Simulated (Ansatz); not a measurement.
Total energies of `[NH]=[Ta]([NH2])([F])[Cl]`.

| atom | x (Å) | y (Å) | z (Å) |
| --- | --- | --- | --- |
| N1 | 0.4814 | -1.5539 | -0.4924 |
| Ta2 | -0.4803 | -0.3009 | 0.2764 |
| N3 | 0.4207 | 1.3533 | -0.2633 |
| F4 | -2.2547 | -0.3133 | -0.3647 |
| Cl5 | -0.4480 | -0.5322 | 2.5846 |
| H6 | 0.9394 | -2.3474 | -0.9083 |
| H7 | 1.2467 | 1.4213 | -0.8365 |
| H8 | 0.0948 | 2.2729 | 0.0042 |

Charge 0, multiplicity 1. Correlated methods include outer-core shells of Ta, which these sets cover unevenly. Ta: def2 effective core potential. The structure was optimised at the PBE0-D4/def2-TZVP level. It is one conformer, not always the lowest. Basis def2-TZVPP, Ansatz 0.2.0.

RPA on PBE orbitals: Hartree–Fock energy of these orbitals -726.22139 Eh, correlation -1.91193 Eh (frozen core).

| functional | energy without D4 (Eh) | D4 term (kJ/mol) |
| --- | --- | --- |
| r2SCANh | -728.57928 | -4.9 |
| LC-ωPBE | -728.47505 | – |

(1) Give the same for LDA (SPW92), PBE, revPBE, BLYP, r2SCAN, B97M-V, PBE0, B3LYP, r2SCAN0, HSE06 (plane-wave form), BHLYP, CAM-B3LYP, ωB97X-V, ωB97M-V, B2PLYP, PBE-QIDH. (Estimate.)

B3LYP takes the VWN-RPA correlation (the form of Gaussian; ORCA's B3LYP/G). HSE06 is the plane-wave form, built on full-range PBE exchange. The double hybrids freeze the cores in their second-order part.

## Answers

(1) Ansatz gave: 
| functional | energy without D4 (Eh) | D4 term (kJ/mol) |
| --- | --- | --- |
| LDA (SPW92) | -725.59385 | – |
| PBE | -728.33922 | -18.8 |
| revPBE | -728.62674 | -45.7 |
| BLYP | -728.66385 | -39.3 |
| r2SCAN | -728.61839 | -4.5 |
| B97M-V | -728.54434 | – |
| PBE0 | -728.32474 | -16.2 |
| B3LYP | -728.74985 | -30.5 |
| r2SCAN0 | -728.52244 | -5.5 |
| HSE06 (plane-wave form) | -728.30675 | -15.4 |
| BHLYP | -728.48109 | -26.9 |
| CAM-B3LYP | -728.60857 | -16.8 |
| ωB97X-V | -728.53917 | – |
| ωB97M-V | -728.53682 | – |
| B2PLYP | -728.34238 | – |
| PBE-QIDH | -728.12700 | – |

LC-ωPBE has ω = 0.4 bohr⁻¹.
